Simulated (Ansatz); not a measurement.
`[CH3][GeH2][C](=N)Cl` + H–F → `N=C(F)Cl` + `[CH3][GeH3]`  (substitution at a C–Ge bond)

Calculated with Ansatz (gas phase, PBE0-D4/def2-TZVP geometries, no zero-point term in ΔE). CBS: MP2 limit from def2 TZ/QZ plus the TZ coupled-cluster correction, frozen cores. This one scheme is used for every species. Functionals use def2-TZVPP. For Ge outer-core shells are correlated without core-valence functions, which leaves a few kJ/mol of doubt a bond. Scalar relativity is left out up to krypton. One conformer a species, not always the lowest.

| level | ΔE (kJ/mol) |
| --- | --- |
| LDA (SPW92) | 18.2 |
| revPBE-D4 | 34.4 |
| BLYP-D4 | 34.0 |
| r2SCANh | 25.0 |

What does CCSD(T)/CBS give? (An estimate is asked.)

Ansatz gave: +53.4 kJ/mol. The listed levels differ from it by -35.2, -19.0, -19.4, -28.4 kJ/mol.

Largest T1 diagnostic among the species: 0.013.

In def2-TZVPP, CCSD(T) changes the Hartree–Fock value by +27.1 kJ/mol (the triples alone add +2.9 kJ/mol) and MP2 by +36.4 kJ/mol. From PBE to PBE0 (25 % exact exchange), in def2-TZVPP and without D4, ΔE moves by +3.1 kJ/mol. Leaving LDA and LC-ωPBE aside and taking each functional with its dispersion term where it has one, the values, not all of them listed here, spread over 20.5 kJ/mol, from B97M-V to PBE-QIDH. LDA lies −5.0 kJ/mol from PBE without D4.

CCSD(T)/CBS has its own doubt, a few kJ/mol and more with outer-core shells, so smaller differences from it don't rank the levels.
